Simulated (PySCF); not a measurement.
Electronic absorption of C3H6N2Si

C3H6N2Si.
Numbering: `[CH3:1][SiH2:2]/[N:3]=[CH:4]\[C:5]#[N:6]` (hydrogens: H7, H8, H9 on C1; H10, H11 on Si2; H12 on C4)

Computed with PySCF 2.14.0, density-fitted response routines, TDDFT CAM-B3LYP/def2-SVPD, vertical, gas phase, core orbitals frozen in the response. The structure is a single GFN2-xTB conformer in the gas phase; no vibrational or solvent corrections. Torsions of this conformer, `[CH3:1][SiH2:2]/[N:3]=[CH:4]\[C:5]#[N:6]`: C1–Si2–N3–C4 -118°.

| state | λ (nm) | E (eV) | f | \|μ\| (D) | main configurations (H = HOMO, L = LUMO) |
| --- | --- | --- | --- | --- | --- |
| S1 | 340.9 | 3.64 | 0.0016 | 0.34 | H→L (96%) |
| S2 | 199.7 | 6.21 | 0.0004 | 0.12 | H-4→L (93%) |
| S3 | 197.8 | 6.27 | 0.330 | 3.72 | H-1→L (88%) |
| S4 | 182.4 | 6.80 | 0.012 | 0.68 | H-2→L (90%) |
| S5 | 178.5 | 6.95 | 0.0080 | 0.55 | H→L+1 (79%) |
| S6 | 170.5 | 7.27 | 0.015 | 0.73 | H-3→L (73%), H→L+1 (8%) |
| S7 | 161.6 | 7.67 | 0.015 | 0.71 | H-5→L (63%), H→L+2 (16%) |
| S8 | 161.4 | 7.68 | 0.0007 | 0.16 | H-1→L+1 (34%), H-1→L+3 (14%), H-3→L+3 (9%) |

Triplets (Tamm–Dancoff): T1 3.01 eV, H→L (94%); T2 4.13 eV, H-1→L (65%), H-3→L (18%); T3 5.82 eV, H-4→L (87%).

The lowest singlet comes at 341 nm (351 kJ/mol) in the ultraviolet; it is very weak; its leading configuration is HOMO→LUMO (96%). The most intense listed level is S3 at 6.27 eV (198 nm, f = 0.330), 2.63 eV above S1. Löwdin shares by element: HOMO nitrogen 58% or more, carbon 12% or more, silicon 11%, hydrogen 7% or more; LUMO nitrogen 46%, carbon 42% or more. Of the 8 states listed, 4 reach f = 0.01 and 1 stays under 0.0005. The listed states span 4.05 eV, and the widest gap between neighbours is 2.57 eV (S1 to S2). Orbital energies (eV): HOMO-3 -11.67, HOMO-2 -11.18, HOMO-1 -10.39, HOMO -9.38, LUMO -1.30, LUMO+1 0.99, LUMO+2 1.23. No computed singlet lies in the visible range (380 to 750 nm); the lowest, at 341 nm, stands 0.37 eV above its violet end (3.26 eV); a Tamm–Dancoff triplet lies at 412 nm, without intensity as long as spin–orbit coupling is left out. The window holds the lowest 8 singlets.
